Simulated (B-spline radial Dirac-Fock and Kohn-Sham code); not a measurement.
## Run log: Yb

ΔSCF core binding energies without Breit or QED terms, calculated with a B-spline atomic structure program. Keys: rel is the Hamiltonian (dirac, or spin-free x2c and nr, where L3 and M5 stand for the whole 2p and 3d shells), method is hf or an exchange,correlation pair (spin-unpolarised, also for the hole states), nuc the nuclear model, radius_factor scales its radius, rmax is the box in bohr, h the logarithmic mesh step, order the B-spline order, points the quadrature points per cell, c_factor scales the speed of light, and damp, ndamp, maxit and tol steer the iteration. The run stops when the commutator error falls below 10·tol·max(1, Z/10), or the numerical noise floor, and the energy has settled to about 1e-8 Ha; the virial ratio is −V/T.

Input (task.json):

```json
{"items": [{"Z": 70, "q": 0, "cfg": [[1, 0, 2], [2, 0, 2], [2, 1, 6], [3, 0, 2], [3, 1, 6], [3, 2, 10], [4, 0, 2], [4, 1, 6], [4, 2, 10], [4, 3, 14], [5, 0, 2], [5, 1, 6], [6, 0, 2]], "A": 174, "rrms": 5.3108, "do": "settings", "holes": ["K", "L3", "M5"],
  "settings": [{"rel": "dirac", "method": "hf", "nuc": "fermi", "radius_factor": 1.0, "rmax": 45.0, "h": 0.3, "order": 4, "points": 10, "c_factor": 1.0, "maxit": 82, "damp": 0.5, "ndamp": 3, "tol": 1e-08}]}]}
```

Command: `python xray2_run.py task.json out`

Ground-state iterations:

```
iter   energy (Ha)        error
   1   -14066.07698060  2.16e+00
   2   -13947.24582721  1.47e+00
   3   -14040.10498246  1.36e+00
   4   -14066.58357659  1.94e-01
   5   -13951.87840146  1.40e+00
   6   -14067.49637870  7.73e-02
   7   -14067.49794764  4.49e-02
   8   -14067.49547712  4.37e-02
   9   -14067.49351010  4.48e-02
  10   -14067.54552978  7.78e-03
  11   -14067.54780163  1.16e-03
  12   -14067.54788928  2.11e-04
  13   -14067.54789321  2.37e-05
  14   -14067.54789324  2.14e-06
  15   -14067.54789324  3.64e-07
```

The ground state converged in 15 iterations, with total energy -14067.54789 Ha, virial ratio 1.90056 and highest orbital energy -5.35 eV. ΔSCF binding energies: K (1s) 61618.1 eV, L3 (2p3/2) 8965.5 eV, M5 (3d5/2) 1528.8 eV.

Q: One setting is unsound. Which, and why?

A: order is too low for an accurate radial basis. With the default settings (Dirac Hartree-Fock): The ground state converged in 15 iterations, with total energy -14067.62735 Ha, virial ratio 1.90056 and highest orbital energy -5.35 eV. ΔSCF binding energies: K (1s) 61618.1 eV, L3 (2p3/2) 8965.4 eV, M5 (3d5/2) 1528.7 eV.
